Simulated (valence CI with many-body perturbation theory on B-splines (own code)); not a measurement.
## Basis-set convergence for Mo11+

Calculated by valence CI with perturbative core correlation (CI+MBPT): three valence electrons over a frozen Dirac-Fock core [Ar] 3d10, radial functions for each j: 9 s, 9 p, 8 d, 6 f, 3 g, 1 h, with the one-electron correlation potential Σ1, the two-electron term Σ2, the three-electron term Σ3, Breit, model QED; selected CI, second order for the rest, scaled by the run's own slope (own B-spline code, finite nucleus).

No measured levels were compared; by estimate levels hold to about 250 cm⁻¹ or 0.2 % of their energy and the worst to 1 %, as in measured heavy ions of charge 2 to 7; those with d or f electrons hold less well.

The reference run has the lowest level 4s²4p ²P°_1/2 and an ionisation energy of 230.933 eV. Its largest variational space holds 9813 state functions.

Names give the largest LS component (configuration and term), which can be under half, so a name can repeat, a term be missing and a line seem to break the LS rules; names also repeat where a configuration has a term twice. Letters in brackets count levels of one name in rising energy.

Changed runs:
A. basis 6 s, 6 p, 5 d, 3 f, 1 g
B. basis 5 s, 5 p, 4 d, 2 f

Excitation energies of the reference run in cm⁻¹, and shifts in cm⁻¹:

| Level | Reference | A | B |
| --- | --- | --- | --- |
| 4s²4p ²P°_3/2 | 28466 | -4.2 | -8.0 |
| 4s4p² ⁴P_1/2 | 197586 | -107 | -313 |
| 4s4p² ⁴P_3/2 | 211370 | -120 | -350 |
| 4s4p² ⁴P_5/2 | 224039 | -107 | -307 |
| 4s4p² ²D_3/2 | 262358 | +25 | +123 |
| 4s4p² ²D_5/2 | 269114 | +7.9 | +72 |
| 4s4p² ²P_1/2 | 297258 | +133 | +465 |
| 4s4p² ²S_1/2 | 325728 | +137 | +482 |
| 4s4p² ²P_3/2 | 332290 | +111 | +392 |
| 4s²4d ²D_3/2 | 424176 | +154 | +689 |
| 4s²4d ²D_5/2 | 428475 | +151 | +683 |
| 4p³ ⁴S°_3/2 [a] | 493555 | -48 | -139 |
| Ionisation energy (eV) | 230.933 | -0.015 | -0.045 |
